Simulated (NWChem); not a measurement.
# CH₅ClOSi₂; SMILES O=C[Si@H]([SiH3])Cl

```xyz
10

O      1.9678     1.8032    -0.0087
C      1.7157     0.6529     0.2456
Si     0.1235    -0.1468    -0.5065
Si    -1.7679     1.0740     0.1510
Cl    -0.0353    -2.1020     0.1891
H      2.3867     0.0437     0.9130
H      0.3000    -0.1782    -1.9875
H     -1.6490     2.4783    -0.3415
H     -1.8500     1.0646     1.6419
H     -2.9903     0.4357    -0.4215
```
Atoms are numbered in this order, from 1.

Level: PBE0/def2-SVP (NWChem), optimised geometry, unscaled harmonic frequencies. 

```
frequency (cm⁻¹)  IR intensity (km/mol)
----------------  ---------------------
43                                  7.0
91                                  1.8
102                                 4.0
117                                 7.7
158                                 7.1
317                                 4.5
407                                 9.2
484                                13.8
506                                24.0
570                                55.8
678                                54.4
709                                12.6
773                               127.0
851                               224.6
907                                 5.6
927                                35.5
930                                47.4
1362                               23.6
1821                              129.4
2233                               60.0
2239                               17.7
2249                               83.1
2251                               85.1
2868                              119.0
```

```yaml
zero_point_energy: 33.7 kcal/mol
thermal correction to the enthalpy at 298.15 K (with zero-point energy): 39.6 kcal/mol
heat capacity Cv: 26.9 cal/(mol K)
entropy at 298.15 K and 1 atm (symmetry number 1): 92.4 cal/(mol K)
dipole_moment: 0.82 D
```

Rigid rotor and harmonic oscillator; modes under 100 cm⁻¹ make the entropy uncertain.
